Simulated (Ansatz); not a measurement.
## Heat of formation of ZrO (SMILES [O][Zr]) from total energies

ZrO: 2 atoms, total charge 0, spin state singlet. As SMILES, `[O][Zr]`. The bond length is the measured one.

```tsv
atom	x (Å)	y (Å)	z (Å)
O	0.0000	0.0000	0.0000
Zr	0.0000	0.0000	1.7116
```

Total energies at PBEsol-D3(BJ)/LANL2DZ (core potential) (Ansatz 0.2.0); the atoms run unrestricted:

| species | state | energy (Eh) |
| --- | --- | --- |
| ZrO | singlet | -121.353085 |
| O | triplet | -74.740175 |
| Zr | singlet | -46.270742 |

Harmonic wavenumbers at wB97M-V/def2-TZVPD, in cm⁻¹: 1037.

Measured heats of formation of the gaseous atoms at 298.15 K, in kJ/mol: O 249.2, Zr 610.0. Spin-orbit lowering of the atoms at 298 K (mean of the ground term's levels less their thermal mean, from spectra), in kJ/mol: O 0.40, Zr 8.02. Take 1 Eh = 2625.50 kJ/mol, 1 cm⁻¹ = 0.0119627 kJ/mol, RT = 2.479 kJ/mol.

Work out the heat of formation of the gas at 298 K.


1. Electronic atomisation energy: (-74.740175) + (-46.270742) − (-121.353085) = 0.342168 Eh = 898.4 kJ/mol.
2. Zero-point energy: half the sum of the wavenumbers, 518.5 cm⁻¹ = 6.2 kJ/mol.
3. Thermal vibrational enthalpy, Σ hcν̃/(exp(hcν̃/kT) − 1): 0.1 kJ/mol. Translation, rotation and pV of a linear molecule: 3.5 RT = 8.7 kJ/mol.
4. The 2 free atoms carry 5/2 RT each: 12.4 kJ/mol.
5. Spin-orbit coupling lowers the free atoms by 0.40 + 8.02 = 8.4 kJ/mol.
6. Atomisation enthalpy at 298 K: 898.4 − 8.4 − 6.2 − 0.1 − 8.7 + 12.4 = 887.4 kJ/mol.
7. Sum of the atoms' heats of formation: 859.2 kJ/mol. Heat of formation: 859.2 − 887.4 = -28.2 kJ/mol.

No measured value is set beside it here. Anharmonicity and any spin-orbit splitting of the molecule are left out.
